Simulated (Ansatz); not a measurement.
Stepwise reaction of `[CH3][Ga]([CH3])[SiH3]` with hydrogen, as a gas-phase model of exchange steps in deposition or etching. ΔE in kJ/mol.

Calculated with Ansatz (gas phase, PBE0-D4/def2-TZVP geometries, no zero-point term in ΔE). CCSD(T)/CBS is the MP2 limit (def2-TZVPP, def2-QZVPP) plus CCSD(T) − MP2 in def2-TZVPP, frozen cores. This one scheme is used for every species. DFT in def2-TZVPP. B3LYP here is the variant with VWN-RPA as its local correlation; programs differ in this. For Ga outer-core shells are correlated without core-valence functions, which leaves a few kJ/mol of doubt a bond. Scalar relativity is left out up to krypton.

```json
{"step": "1", "reaction": "`[CH3][Ga]([CH3])[SiH3]` + H₂ → `[CH3][GaH][SiH3]` + CH₄", "PBE-D4": "-31.8", "B3LYP-D4": "-37.1", "ωB97M-V": "-35.9", "CCSD(T)/CBS": "-30.2"}
```

Question: Give the row of step 2, `[CH3][GaH][SiH3]` + H₂ → `[SiH3][GaH2]` + CH₄. (An estimate is asked.)

Answer: Computed: 
```
step                                        reaction  PBE-D4  B3LYP-D4  ωB97M-V  CCSD(T)/CBS
   2  `[CH3][GaH][SiH3]` + H₂ → `[SiH3][GaH2]` + CH₄   -31.5     -37.0    -36.0        -29.8
```

Question: By hand: ΔE of the 2 steps together at CCSD(T)/CBS.

Answer: (-30.2) + (-29.8) = -60.0 kJ/mol, or -30.0 kJ/mol a step.

In ΔE the steps differ by no more than 0.4 kJ/mol. All are downhill at CCSD(T)/CBS. PBE-D4 differs from CCSD(T)/CBS by -1.7 to -1.6 kJ/mol a step. Only this route is followed, and other bonds may react first. Isolated molecules leave out the surface, adducts and barriers. Largest T1 diagnostic: 0.013.
